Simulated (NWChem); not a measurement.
System: SiHSBr, singlet; SMILES S[Si]Br

NWChem input:

```
start job
memory heap 200 mb stack 900 mb global 1100 mb
geometry units angstroms noautoz
  Si     1.062293    -0.632626    -0.007550
  Br    -0.181461     1.256254     0.007851
  S     -0.567256    -2.029022    -0.011637
  H      0.250236    -3.109091    -0.020652
end
basis spherical
  Si library cc-pvqz
  Br library cc-pvqz
  S library cc-pvqz
  H library cc-pvqz
end
dft
  xc hfexch
  iterations 150
  semidirect filesize 400000000
  mulliken
end
task dft energy
```

Low-valent species are run as closed-shell singlets; no triplet was tried in these runs. Structure relaxed at the PBE0/def2-SVP level.

Q: Give the results of this calculation. (Hartree-Fock/cc-pVQZ.) Quantities: basis functions; energy (Ha); highest occupied level (eV); orbital gap (eV); dipole (D).

A: The number of basis functions is 216, the energy (Ha) is -3259.60 and the highest occupied level (eV) is -9.56. The orbital gap (eV) comes out as 9.94 and the dipole (D) comes out as 1.99.
